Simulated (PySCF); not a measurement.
Start geometry of `Cn1ccc2c(Cl)cccc21` from GFN2-xTB (Å):
```
atom  x, y, z in Å
C1    -2.4836   -0.7285   -0.5648
N2    -1.3990    0.1520   -0.2389
C3    -1.4866    1.5036   -0.0611
C4    -0.2662    2.0273    0.2403
C5     0.6474    0.9415    0.2541
C6     2.0169    0.8131    0.4888
Cl7    2.9577    2.2150    0.8615
C8     2.6094   -0.4273    0.4219
C9     1.8488   -1.5605    0.1201
C10    0.4947   -1.4805   -0.1199
C11   -0.1006   -0.2250   -0.0515
H12   -3.4022   -0.1513   -0.6551
H13   -2.6162   -1.4822    0.2156
H14   -2.2940   -1.2392   -1.5123
H15   -2.4314    2.0026   -0.1652
H16   -0.0345    3.0554    0.4316
H17    3.6681   -0.5260    0.6035
H18    2.3443   -2.5186    0.0762
H19   -0.0826   -2.3622   -0.3525
```

**Question.** What comes out of this run: PySCF 2.14.0, PBE0-D3(BJ)/def2-SVP geometry optimisation, gas phase?

**Answer.** 
```
atom  x, y, z in Å
C1    -2.2354   -0.5433   -0.4266
N2    -1.1559    0.3491   -0.1081
C3    -1.2485    1.7113    0.0655
C4    -0.0184    2.2400    0.3614
C5     0.8975    1.1431    0.3732
C6     2.2754    1.0069    0.6019
Cl7    3.2192    2.4139    0.9658
C8     2.8734   -0.2423    0.5355
C9     2.1036   -1.3819    0.2381
C10    0.7380   -1.2979    0.0037
C11    0.1512   -0.0297    0.0750
H12   -3.1660    0.0309   -0.5155
H13   -2.3704   -1.3024    0.3607
H14   -2.0554   -1.0610   -1.3826
H15   -2.2115    2.2087   -0.0387
H16    0.2146    3.2844    0.5496
H17    3.9455   -0.3307    0.7161
H18    2.5993   -2.3539    0.1917
H19    0.1503   -2.1883   -0.2271
```

The energy falls by 1.1 kcal/mol over 5 energy and gradient evaluations, the largest force component goes from 0.0115 to 1.9e-04 Eh/bohr, and the atoms move by 0.019 Å rms after alignment. Among the bonds, C3–H15 and C4–H16 change most and about equally (+0.015 Å). Bonds longer at the end by more than 0.005 Å: 17 of 20; shorter: 0. Rotational constants go from 1848, 770.3, 545.6 to 1821, 766.5, 541.3 MHz. The orientation of the end geometry is arbitrary; only internal coordinates are fixed.

The run used 198 basis functions and 32 SCF cycles in all.

No frequency check.
